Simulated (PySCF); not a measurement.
Vertical excitations of a molecule C6H5I from TDA-PBE/def2-SVPD (PySCF), as energy in eV (oscillator strength): 3.56 (0.000), 3.80 (0.079), 4.09 (0.000), 4.36 (0.000), 4.75 (0.266), 4.96 (0.384), 5.05 (0.000), 5.31 (0.001), 5.37 (0.006), 5.46 (0.113). Lowest triplet (TDA): 2.46 eV. The structure is a stationary point at PBE0-D3(BJ)/def2-SVP. The def2 effective core potentials stand for the cores of I; spin–orbit coupling is left out. One conformer was computed; it need not be the lowest.

Question: Which molecule gave these data?
A. C#C/C=C\C=C\I
B. C#CC(=C)/C=C\I
C. C#C/C(C=C)=C/I
D. C#C/C=C(\I)C=C

Answer: D, C#C/C=C(\I)C=C
